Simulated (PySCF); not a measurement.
## A ladder of Hamiltonians for Ca⁸⁺ (calcium, charge +8)

Occupied: 1s1/2, 2s1/2, 2p1/2, 2p3/2, 3s1/2. Hartree-Fock calculated with PySCF 2.14 in an even-tempered Gaussian basis (22 s from 0.18 bohr⁻², ratio 2.3; 15 p from 0.22 bohr⁻², ratio 2.3), Gaussian nucleus throughout. NR is non-relativistic, sf-X2C the spin-free one-electron X2C Hamiltonian, X2C adds the bare one-electron spin-orbit term, X2C-SNSO screens it by Boettger's factors, DC is four-component Dirac-Coulomb, and the Gaunt and Breit terms are added at first order (total energies over the DC spinors, levels after relaxing the spinors in that mean field). QED terms are absent. Levels marked empty are virtual spinors of this ion; the basis has s and p functions only, so 3d, which can lie below the n = 4 levels, is absent.

```
   level (eV)       NR   sf-X2C      X2C  X2C-SNSO
        1s1/2  -4236.4  -4257.1  -4257.1   -4257.1
        2s1/2  -618.95  -623.12  -623.11   -623.11
        2p1/2  -532.38  -532.87  -535.79   -535.50
        2p3/2  -532.38  -532.87  -531.44   -531.58
        3s1/2  -185.63  -186.44  -186.44   -186.44
3p1/2 (empty)  -146.02  -146.15  -146.57   -146.53
3p3/2 (empty)  -146.02  -146.15  -145.94   -145.96
4s1/2 (empty)  -78.732  -78.983  -78.983   -78.983
```

Where do the four-component calculations put these levels?

1s1/2: DC -4258.5, DC+Gaunt -4255.2, DC+Breit -4255.4; 2s1/2: DC -623.23, DC+Gaunt -623.02, DC+Breit -623.03; 2p1/2: DC -535.50, DC+Gaunt -535.12, DC+Breit -535.16; 2p3/2: DC -531.64, DC+Gaunt -531.39, DC+Breit -531.43; 3s1/2: DC -186.46, DC+Gaunt -186.42, DC+Breit -186.42; 3p1/2 (empty): DC -146.53, DC+Gaunt -146.47, DC+Breit -146.48; 3p3/2 (empty): DC -145.97, DC+Gaunt -145.93, DC+Breit -145.94; 4s1/2 (empty): DC -78.988, DC+Gaunt -78.977, DC+Breit -78.978 (eV).

| Hamiltonian | E (hartree) | E − E(DC) (hartree) | CPU seconds |
| --- | --- | --- | --- |
| NR | -654.9091 | 2.9367 | 0.47 |
| sf-X2C | -657.7713 | 0.0744 | 0.27 |
| X2C | -657.7754 | 0.0704 | 0.34 |
| X2C-SNSO | -657.7746 | 0.0711 | 0.34 |
| DC | -657.8458 | 0.0000 | 12 |
| DC+Gaunt | -657.6443 | 0.2015 | 23 |
| DC+Breit | -657.6599 | 0.1859 | 78 |

Weight of the small component: 1s1/2 0.00512, 2s1/2 0.000888, 2p1/2 0.000849, 2p3/2 0.000842, 3s1/2 0.000220, 3p1/2 0.000193, 3p3/2 0.000192, 4s1/2 8.60e-05.

Koopmans' value for the highest occupied level at DC+Breit: 186.42 eV, against an ionisation energy of 188.54 ± 0.06 eV (semi-empirical (NIST evaluation); NIST Atomic Spectra Database, ionization energies); the former lacks relaxation, correlation, QED and recoil.

The whole ladder took 120 s of wall time on 1 thread of Neoverse-V2 (shared host), launched as `OMP_NUM_THREADS=1 python relrun2.py TASK.json OUT` (a driver that calls PySCF for each Hamiltonian).

Dirac-Coulomb iterations, started from the X2C spinors:

```
with_ssss True, with_gaunt False, with_breit False
light speed = 137.03599967994
init E= -657.639893012281
cycle= 1 E= -657.845748562931  delta_E= -0.206  |g|= 0.0737  |ddm|= 0.0099
cycle= 2 E= -657.845754388918  delta_E= -5.83e-06  |g|= 0.00184  |ddm|= 0.002
cycle= 3 E= -657.84575446959  delta_E= -8.07e-08  |g|= 0.000246  |ddm|= 0.000349
cycle= 4 E= -657.845754471109  delta_E= -1.52e-09  |g|= 1.35e-06  |ddm|= 3.74e-05
```
